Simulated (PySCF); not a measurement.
Si(CF3)(H)2(Me) (C2H5F3Si), SMILES FC(F)(F)[SiH2]C.

The structure is a stationary point at B3LYP-D3(BJ)/def2-SVP.

Calculation: PBE/def2-TZVP (PySCF).

Isolated molecule, no solvent.

The total energy is -667.89099 hartree. The point group is Cs and the highest occupied level comes out as -7.74 eV. The lowest empty level comes out as -0.46 eV, the orbital gap is 7.28 eV and the dipole moment comes out as 2.41 D. The quadrupole, principal values (traceless, Buckingham form, about the centre of nuclear charge) is -1.07, -0.89, 1.97 D·Å and the mean static polarisability is 54.7 bohr³ (8.11 Å³). The polarisability, principal values is 50.5, 53.8, 59.8 bohr³.
